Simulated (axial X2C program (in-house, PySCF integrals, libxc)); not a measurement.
**Testing model relations on TeF**

A bond curve at the PBE0 level, two-component, was computed with an in-house all-electron X2C program for linear molecules (integrals from PySCF) (basis Te dyall-cv3z [11s12p8d4f1g], F dyall-av3z [7s6p3d2f] (cores contracted in-house)) for the state Ω = 3/2 (⟨Sz⟩ = 0.51, ⟨Lz⟩ = 0.99 at PBE0). Its fit gives Re = 1.9131 Å, ωe = 614.8 cm⁻¹, ωexe = 2.78 cm⁻¹ and αe = 1.758e-03 cm⁻¹; the masses are 129.9062 and 18.9984 u. Two-component means X2C with spin–orbit coupling and atomic mean-field Coulomb and Gaunt terms.

**Question.** Find the reduced mass, Be and the force constant.

**Answer.** From the PBE0 values: μ = 16.5744 u. Be = 16.8576/(μ Re²) = 0.2779 cm⁻¹. k = 5.8918×10⁻⁷ μ ωe² = 3.69 mdyn/Å.

**Question.** Estimate De from a Morse curve and compare with the computed well depth of 3.534 eV to Te + F.

**Answer.** De(Morse) = ωe²/(4ωexe) = 4.214 eV against 3.534 eV computed, a ratio of 1.19. The extrapolation overshoots: the well softens faster than a Morse curve, or the lowest atomic limit lies below the one to which the curve heads.

**Question.** Where do the fundamental and the first overtone lie?

**Answer.** ν(1←0) = ωe − 2ωexe = 609.2 cm⁻¹; ν(2←0) = 2ωe − 6ωexe = 1212.9 cm⁻¹.

**Question.** Estimate the centrifugal constant by the Kratzer relation.

**Answer.** D = 4Be³/ωe² = 2.27e-07 cm⁻¹.

**Question.** The dipole moment p changes by 5.48 D/Å at Re. What harmonic infrared intensity follows?

**Answer.** I = 42.256 × (dp/dR)²/μ = 77 km/mol.

Occupations by symmetry block were frozen at the best pattern of an incomplete PBE0 search. De is counted from the lowest determinant-based energies of the atoms at the same level, without counterpoise correction. Density functionals use the spin component along the axis (collinear). A 2c atom that is not at its ground J level misses part of its spin–orbit lowering, and De is too large by that part (0.04 eV or less for light atoms). This holds for PBE0. The functionals have no current-density term, which raises determinants with orbital currents, atoms included.
